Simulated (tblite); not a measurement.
Start geometry of `CCC[C@@H]([O])O[SiH3]` [radical] from a force field or distance geometry (Å):
```
atom  x, y, z in Å
C1    -1.5324    0.8625   -0.4422
C2    -1.3427   -0.6273   -0.3439
C3    -0.6362   -1.0488    0.9479
C4     0.7244   -0.4119    1.0601
O5     1.3444   -0.8180    2.2662
O6     1.5402   -0.7908   -0.0025
Si7    2.1527    0.5950   -0.8208
H8    -1.1672    1.3109    0.5126
H9    -1.1246    1.3168   -1.3446
H10   -2.6423    1.0144   -0.4617
H11   -0.7681   -1.0070   -1.2091
H12   -2.3439   -1.1373   -0.3183
H13   -0.5536   -2.1417    1.0160
H14   -1.2863   -0.7518    1.8031
H15    0.6656    0.6931    1.1268
H16    1.2075    1.0873   -1.8161
H17    2.3150    1.6547    0.1954
H18    3.4388    0.2061   -1.4298
```

What comes out of this run: GFN2-xTB geometry optimisation, gas phase in tblite 0.8.0?

```
atom  x, y, z in Å
C1    -2.4178    0.5011   -0.2735
C2    -1.4163   -0.6285   -0.4652
C3    -0.4542   -0.7851    0.6945
C4     0.6096    0.4000    0.7705
O5     1.3731    0.2734    1.7929
O6     1.2592    0.4789   -0.4450
Si7    2.8815    0.2131   -0.4123
H8    -1.9103    1.4640   -0.2476
H9    -3.1274    0.5199   -1.0973
H10   -2.9689    0.3746    0.6559
H11   -0.8497   -0.4697   -1.3844
H12   -1.9585   -1.5741   -0.5648
H13    0.1556   -1.6821    0.5861
H14   -0.9659   -0.8059    1.6557
H15   -0.0569    1.2987    0.8358
H16    3.5680    1.2254    0.3816
H17    3.1477   -1.1298    0.1022
H18    3.1224    0.3326   -1.8459
```

The energy falls by 1.263 eV over 226 L-BFGS steps, the largest force on an atom goes from 4.82 to 0.009 eV/Å, and the atoms move by 1.401 Å rms after alignment. The bond that changes most is C4–O5 (ends: carbon bonded to C, 2 O and H; oxygen bonded to C), which shortens by 0.133 Å. Bonds longer at the end by more than 0.005 Å: 3 of 17; shorter: 12. Among the angles that change most is C3–C4–H15, from 112.2° to 101.7°. Among the dihedrals that turn most is H15–C4–O6–Si7, from 0° to 133°. Rotational constants go from 2434, 1747, 1178 to 4295, 1160, 1038 MHz. The orientation of the end geometry is arbitrary; only internal coordinates are fixed.

Hardware: Arm Neoverse V1, one thread, no GPU, on a shared host. Cost: 1.6 s of wall time.

Its GFN2-xTB frequencies are all real (lowest 48 cm⁻¹). 3 starts were optimised and ended at 0.00, 0.38 and 5.47 kcal/mol (GFN2-xTB); the lowest of these is shown.

One conformer stands for the species.

These are computed values.
